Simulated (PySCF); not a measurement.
**Radial density of B⁺ (boron, charge +1)**

UHF, [He] 2s1 2p1, 2s spin antiparallel (an excited configuration). Computed with PySCF 2.14 in dyall-acv3z (15s9p4d2f, 76 functions), with the spin-free X2C one-electron Hamiltonian (Gaussian nucleus).

```tsv
r (bohr)	4πr²ρ (e/bohr)	4πr²(ρα − ρβ)
0.00429	0.01609	-0.0005
0.00721	0.04388	-0.0013
0.0121	0.1175	-0.0036
0.0204	0.3048	-0.0093
0.0343	0.7484	-0.0227
0.0577	1.676	-0.0501
0.0971	3.218	-0.0922
0.163	4.789	-0.1179
0.275	4.704	-0.0476
0.462	2.425	0.1180
0.777	0.8915	0.1133
1.31	1.092	-0.0920
2.20	0.7103	-0.0290
3.70	0.09872	0.0217
6.22	0.001288	0.0008
```

Densities and radii are taken from the X2C orbitals without a picture-change correction, which distorts them close to the nucleus.

With the s spin flipped the determinant is a mixture of two multiplicities, not a spectroscopic state.
